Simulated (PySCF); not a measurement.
SbFCl2, SMILES [F][Sb]([Cl])[Cl]. Atoms are numbered in the order given.

```xyz
4

Sb    -0.3811    -0.4086     0.0000
F      1.2212    -1.4988     0.0000
Cl     0.2485     1.0096    -1.8028
Cl     0.2485     1.0096     1.8028
```
Charge 0, spin multiplicity 1.

Geometry optimised at B3LYP-D3(BJ)/def2-SVP. The def2 effective core potentials stand for the cores of Sb; spin–orbit coupling is left out.

These are TDA-LC-ωPBE/def2-SVPD (PySCF) values and carry that method's errors.

Vertical excitations. Gas-phase values at a fixed geometry. State labels are in the subgroup Cs.

Computed lowest excited states:
```
state  symmetry  energy (eV)  λ (nm)      f                                                                 main pairs
-----  --------  -----------  ------  -----  -------------------------------------------------------------------------
S1           A'         6.06     205  0.108                                                             HOMO→LUMO 90 %
S2           A"         6.16     201  0.056                                         HOMO→LUMO+1 61 %, HOMO−1→LUMO 25 %
S3           A'         6.43     193  0.074                                                           HOMO→LUMO+2 82 %
S4           A"         6.57     189  0.005                   HOMO−2→LUMO 52 %, HOMO−3→LUMO+1 19 %, HOMO−2→LUMO+2 16 %
S5           A'         6.65     186  0.015                     HOMO−1→LUMO+1 58 %, HOMO→LUMO+2 12 %, HOMO−3→LUMO 10 %
S6           A'         6.78     183  0.016                   HOMO−2→LUMO+1 39 %, HOMO−3→LUMO 30 %, HOMO−1→LUMO+1 16 %
S7           A"         6.79     182  0.135                       HOMO−1→LUMO 35 %, HOMO−2→LUMO 26 %, HOMO→LUMO+1 22 %
S8           A"         7.12     174  0.004                                       HOMO−1→LUMO+2 67 %, HOMO−1→LUMO 19 %
S9           A'         7.26     171  0.003                                       HOMO−3→LUMO 49 %, HOMO−2→LUMO+1 42 %
S10          A"         7.47     166  0.116  HOMO−3→LUMO+1 45 %, HOMO−4→LUMO+1 17 %, HOMO−2→LUMO 13 %, HOMO−5→LUMO 9 %
T1           A'         4.69     264      0                                                             HOMO→LUMO 90 %
T2           A"         4.79     259      0                                                           HOMO→LUMO+1 91 %
T3           A'         5.49     226      0                                                           HOMO→LUMO+2 88 %
T4           A"         5.86     212      0                                       HOMO−1→LUMO 63 %, HOMO−1→LUMO+2 20 %
```
Triplets are in the Tamm–Dancoff approximation.
